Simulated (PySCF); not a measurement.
A species of formula C8H8 has this rotational fingerprint, computed with PySCF, PBE0/def2-SV(P) geometry optimisation, gas phase:

| Property | Result |
| --- | --- |
| Rotational constants | A = 6469, B = 1310, C = 1089 MHz |
| Dipole components | \|μa\| = 0.64 D, \|μb\| = 0.15 D, \|μc\| = 0.00 D |
| Inertial defect | 0.00 u·Å² |
| κ | -0.92 |

Problem. Which structure is it? (One computed conformer of each.)
A. `C=C1C=CC=CC=C1`
B. `[CH2:1]=[CH:2][C:3]1=[CH:4][C:5](=[CH2:6])[CH:7]=[CH:8]1` with C1–C2–C3–C4 180°

Solution. B. It is C=CC1=CC(=C)C=C1, a near-prolate asymmetric top, point group Cs. The candidates at the same level (rigid rotor, commonest isotopes):

```tsv
SMILES	A (MHz)	B (MHz)	C (MHz)	μa (D)	μb (D)	μc (D)	Δ (u·Å²)	point group	rotor
C=CC1=CC(=C)C=C1	6469	1310	1089	0.64	0.15	0.00	0.00	Cs	near-prolate asymmetric top
C=C1C=CC=CC=C1	3690	1995	1295	0.73	0.00	0.00	0.00	C2v	asymmetric top
```

`C=C1C=CC=CC=C1` has B 52 % too high. In the right answer the mirror of this Cs structure is the ab plane, so μc vanishes by symmetry. No structure here is proved a minimum.
